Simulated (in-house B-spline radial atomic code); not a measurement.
Radial electron density of Os, [Xe] 4f14 5d6 6s2. Method: scalar-relativistic (X2C) LDA exchange-only, spin-polarised, spherical fractional occupations, Fermi nucleus of rms radius 5.4126 fm. Calculated with a B-spline radial code for spherical atoms.

One-electron X2C: radii and densities carry no picture-change correction, so inner-shell <1/r> comes out high (for 1s by about 2 % at Z = 33, 5 % at 54, 10 % at 75, 30 % at 118) and <r> low.

Columns: r (bohr), 4πr²n(r) (electrons per bohr), bar.

```
 0.00033    3.151 #
0.000414     4.32 #
 0.00052    5.907 ##
0.000652    8.021 ###
0.000818    10.85 ###
 0.00103    14.65 #####
 0.00129    19.49 ######
 0.00161    25.59 ########
 0.00203    33.63 ###########
 0.00254    43.14 ##############
 0.00319    54.55 #################
   0.004    67.26 #####################
 0.00502     80.6 ##########################
 0.00629    93.02 ##############################
  0.0079    102.8 #################################
 0.00991    107.8 ##################################
  0.0124    106.9 ##################################
  0.0156    100.8 ################################
  0.0196    93.73 ##############################
  0.0245    92.41 #############################
  0.0308    102.3 #################################
  0.0386    121.5 #######################################
  0.0484    138.3 ############################################
  0.0608    138.2 ############################################
  0.0762    121.2 #######################################
  0.0957    108.2 ##################################
    0.12      117 #####################################
   0.151    129.4 #########################################
   0.189    113.1 ####################################
   0.237    78.95 #########################
   0.297    68.66 ######################
   0.373    79.92 #########################
   0.468    74.25 ########################
   0.587    48.75 ################
   0.736    28.33 #########
   0.924    19.68 ######
    1.16     14.4 #####
    1.45    9.136 ###
    1.82    5.166 ##
    2.29    2.936 #
    2.87    1.662 #
     3.6    0.817 
    4.52   0.3146 
    5.67  0.08905 
    7.11  0.01731 
    8.92 0.002132 
    11.2 0.000151
```

On this grid the curve has 4 maxima, near 0.00991, 0.0484, 0.151, 0.373 bohr.

The 5d up radial function P(r) = rR(r), positive near the nucleus:

| r (bohr) | P |
| --- | --- |
| 0.00629 | 0.0008786 |
| 0.00991 | 0.002871 |
| 0.0156 | 0.009028 |
| 0.0245 | 0.02643 |
| 0.0386 | 0.0696 |
| 0.0608 | 0.1518 |
| 0.0957 | 0.2392 |
| 0.151 | 0.1858 |
| 0.237 | -0.1248 |
| 0.373 | -0.3695 |
| 0.587 | -0.03637 |
| 0.924 | 0.5858 |
| 1.45 | 0.8021 |
| 2.29 | 0.5498 |
| 3.6 | 0.2231 |
| 5.67 | 0.04902 |
| 8.92 | 0.004588 |
